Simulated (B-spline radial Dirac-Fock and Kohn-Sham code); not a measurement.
# K-line shifts caused by a second vacancy in Ca⁺

System: Ca⁺, [Ar] 4s1, inside a Watson sphere of charge -1 and radius 2.4 Å (a model of the Madelung potential; inside it an electron's potential energy is raised by 6.0 eV).

Input file task.json (cfg lists n, l and occupation; rrms is the nuclear radius in fm):

```json
{"items": [{
  "Z": 20,
  "q": 1,
  "cfg": [[1, 0, 2], [2, 0, 2], [2, 1, 6], [3, 0, 2], [3, 1, 6], [4, 0, 1]],
  "A": 40,
  "rrms": 3.4776,
  "watson": [-1, 2.4],
  "do": ["binding", "quiet", "double"]
}]}
```

Run with: `python xray_run.py task.json out`

The computed values come from a radial atomic solver: Dirac-Fock energy differences between relaxed states, corrected for Breit and QED terms. Each two-hole energy is an average over J within one jj subconfiguration, not an observable level; in light atoms, where LS coupling holds, the j-resolved values are not observed lines, and for a K spectator the Kα1 hypersatellite is nearly forbidden. Correlation and solid-state effects are left out.

Lines without a spectator: Kα2 (K-L2) 3687.1 eV, Kα1 (K-L3) 3690.6 eV, Kβ3 (K-M2) 4014.0 eV, Kβ1 (K-M3) 4014.4 eV. Shifts in eV with one spectator hole (a dash: not computed, or left out as unreliable):

```
spectator hole     Kα2     Kα1    Kβ3    Kβ1
    L2 (2p1/2)  +16.27  +20.18      –  +51.7
    L3 (2p3/2)  +19.33  +18.30  +50.8      –
    M2 (3p1/2)       –   +0.91  +4.37  +5.46
    M3 (3p3/2)   +0.85       –  +5.32  +5.00
```

Question: Where does the K-L3 hypersatellite lie, emitted when both K electrons are missing?

Answer: +205.5 eV from the normal line, at 3896.2 eV. Removing both K electrons costs 8375.9 eV, which is 276.5 eV more than twice the K binding energy. In light atoms the observed hypersatellite is the ¹S₀ → ¹P₁ component, which lies below this average, and the triplet component is nearly forbidden.

With n spectator holes in 2p, averaged over the 2p shell (energies in eV):

```csv
n,KαLⁿ,step,hypersatellite KαʰLⁿ
0,3689.4,–,3894.7
1,3708.4,+18.9,3915.0
2,3728.7,+20.3,3936.7
3,3750.4,+21.7,3959.8
4,3773.4,+23.0,3984.2
5,3797.7,+24.4,4009.9
```
